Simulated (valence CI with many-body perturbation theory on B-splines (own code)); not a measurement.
# Energy levels of Tm63+

Computed by valence CI with perturbative core correlation (CI+MBPT): four valence electrons over a frozen Dirac-Fock core [He], a basis of 11 s, 11 p, 9 d, 7 f, 5 g, 2 h, 1 i functions for each j, with the one-electron correlation potential Σ1 (screened to all orders), the two-electron term Σ2, the three-electron term Σ3, Breit, model QED; selected single and double excitations, second order for the rest (own B-spline code, finite nucleus).

The last digits are not significant, and no measured levels were compared; by estimate large intervals hold to a few tenths of a per cent, small ones and those within an open d or f shell to about a per cent. Among the levels kept, up to 280 cm⁻¹ of a level comes from second order outside the variational space, and about a tenth of that is noise between levels of different J, which matters for small intervals.

Levels 46 to 90 of 113, with energies above the lowest level, (2s^2 2p1/2^2) J=0. "Leading %" is the weight of the configuration and term that name the level; weights of strongly mixed levels are sums over their largest components and can fall short. In the jj column 3d3/2^4 stands for four electrons in 3d with j = 3/2.

```csv
No.,Configuration,Term,J,E (eV),Leading %,g,Second component,Leading jj
46,2s2p²3s,³P,1,10095,66,1.550,20 % 2s2p²3s ⁵P,2s 2p1/2 2p3/2 3s (98 %)
47,2s2p²3s,³D,3,10106,62,1.426,37 % 2s2p²3s ⁵P,2s 2p1/2 2p3/2 3s (99 %)
48,2s2p²3s,³P,2,10130,38,1.216,36 % 2s2p²3s ³D,2s 2p1/2 2p3/2 3s (99 %)
49,2s2p²3p,⁵P°,1,10152,39,1.866,31 % 2s2p²3p ⁵D°,2s 2p1/2 2p3/2 3p1/2 (100 %)
50,2s2p²3p,⁵D°,2,10162,46,1.337,19 % 2s2p²3p ³D°,2s 2p1/2 2p3/2 3p1/2 (100 %)
51,2s2p²3s,³P,0,10179,98,,,2s 2p1/2 2p3/2 3s (98 %)
52,2s2p²3s,¹P,1,10181,45,0.907,43 % 2s2p²3s ³D,2s 2p1/2 2p3/2 3s (98 %)
53,2s2p²3s,³P,1,10186,71,1.421,16 % 2s2p²3s ³D,2s 2p1/2 2p3/2 3s (99 %)
54,2s2p²3s,¹D,2,10189,39,1.197,34 % 2s2p²3s ³P,2s 2p1/2 2p3/2 3s (99 %)
55,2s2p²3p,³D°,3,10192,33,1.209,28 % 2s2p²3p ³F°,2s 2p1/2 2p3/2 3p1/2 (99 %)
56,2s2p²3p,³P°,2,10226,43,1.468,17 % 2s2p²3p ³D°,2s 2p1/2 2p3/2 3p1/2 (99 %)
57,2s2p²3p,³P°,0,10256,49,,26 % 2s2p²3p ⁵D°,2s 2p1/2 2p3/2 3p1/2 (99 %)
58,2s2p²3p,³D°,1,10257,59,0.886,14 % 2s2p²3p ³P°,2s 2p1/2 2p3/2 3p1/2 (99 %)
59,2s2p²3p,³F°,2,10260,45,0.904,23 % 2s2p²3p ¹D°,2s 2p1/2 2p3/2 3p1/2 (99 %)
60,2s²2p3p,³D,3,10284,98,1.313,,2s^2 2p3/2 3p3/2 (98 %)
61,2s²2p3p,¹P,1,10285,53,1.327,37 % 2s²2p3p ³S,2s^2 2p3/2 3p3/2 (97 %)
62,2s2p²3p,³D°,1,10303,29,1.120,28 % 2s2p²3p ¹P°,2s 2p1/2 2p3/2 3p1/2 (99 %)
63,2s²2p3p,³P,2,10313,63,1.304,34 % 2s²2p3p ¹D,2s^2 2p3/2 3p3/2 (97 %)
64,2s²2p3p,¹S,0,10338,66,,31 % 2s²2p3p ³P,2s^2 2p3/2 3p3/2 (98 %)
65,2s²2p3d,³D°,2,10368,49,1.020,25 % 2s²2p3d ¹D°,2s^2 2p3/2 3d3/2 (97 %)
66,2s²2p3d,³F°,3,10375,53,1.070,32 % 2s²2p3d ¹F°,2s^2 2p3/2 3d3/2 (96 %)
67,2s²2p3d,³P°,1,10379,56,1.074,37 % 2s²2p3d ³D°,2s^2 2p3/2 3d3/2 (98 %)
68,2s²2p3d,³P°,0,10383,98,,,2s^2 2p3/2 3d3/2 (98 %)
69,2p³3s,³P°,2,10436,43,1.481,22 % 2p³3s ⁵S°,2p1/2^2 2p3/2 3s (89 %)
70,2s²2p3d,³F°,4,10437,96,1.233,,2s^2 2p3/2 3d5/2 (96 %)
71,2p³3s,¹P°,1,10443,26,1.246,22 % 2p³3s ³D°,2p1/2^2 2p3/2 3s (81 %)
72,2s²2p3d,³P°,2,10449,44,1.229,39 % 2s²2p3d ¹D°,2s^2 2p3/2 3d5/2 (96 %)
73,2s2p²3p,⁵D°,3,10457,47,1.455,28 % 2s2p²3p ⁵P°,2s 2p1/2 2p3/2 3p3/2 (90 %)
74,2s²2p3d,³D°,3,10466,56,1.230,31 % 2s²2p3d ¹F°,2s^2 2p3/2 3d5/2 (86 %)
75,2s2p²3p,⁵P°,1,10470,21,1.438,19 % 2s2p²3p ³D°,2s 2p1/2 2p3/2 3p3/2 (84 %)
76,2s²2p3d,¹P°,1,10478,57,1.088,23 % 2s²2p3d ³P°,2s^2 2p3/2 3d5/2 (91 %)
77,2s2p²3p,³D°,2,10484,45,1.397,16 % 2s2p²3p ⁵P°,2s 2p1/2 2p3/2 3p3/2 (96 %)
78,2s2p²3p,³P°,0,10496,80,,14 % 2s2p²3p ⁵D°,2s 2p1/2 2p3/2 3p3/2 (100 %)
79,2s2p²3p,³F°,4,10498,60,1.316,37 % 2s2p²3p ⁵D°,2s 2p1/2 2p3/2 3p3/2 (97 %)
80,2s2p²3p,³P°,2,10513,49,1.403,17 % 2s2p²3p ¹D°,2s 2p1/2 2p3/2 3p3/2 (94 %)
81,2p³3p,³P,1,10518,29,1.487,19 % 2p³3p ⁵P,2p1/2^2 2p3/2 3p1/2 (91 %)
82,2p³3p,³D,2,10519,21,1.170,18 % 2p³3p ³P,2p1/2^2 2p3/2 3p1/2 (88 %)
83,2s2p²3p,³D°,3,10522,53,1.274,26 % 2s2p²3p ¹F°,2s 2p1/2 2p3/2 3p3/2 (99 %)
84,2s2p²3p,¹P°,1,10528,37,1.176,14 % 2s2p²3p ³S°,2s 2p1/2 2p3/2 3p3/2 (92 %)
85,2s2p²3d,⁵F,2,10536,40,1.136,15 % 2s2p²3d ³P,2s 2p1/2 2p3/2 3d3/2 (93 %)
86,2s2p²3d,⁵D,1,10538,48,1.154,21 % 2s2p²3d ⁵F,2s 2p1/2 2p3/2 3d3/2 (96 %)
87,2s2p²3d,⁵D,0,10539,83,,16 % 2s2p²3d ³P,2s 2p1/2 2p3/2 3d3/2 (100 %)
88,2s2p²3d,⁵F,3,10544,50,1.164,16 % 2s2p²3d ³F,2s 2p1/2 2p3/2 3d3/2 (97 %)
89,2s2p²3p,³D°,2,10571,37,1.343,25 % 2s2p²3p ³P°,2s 2p1/2 2p3/2 3p3/2 (97 %)
90,2s2p²3p,³D°,3,10573,46,1.166,35 % 2s2p²3p ³F°,2s 2p1/2 2p3/2 3p3/2 (99 %)
```
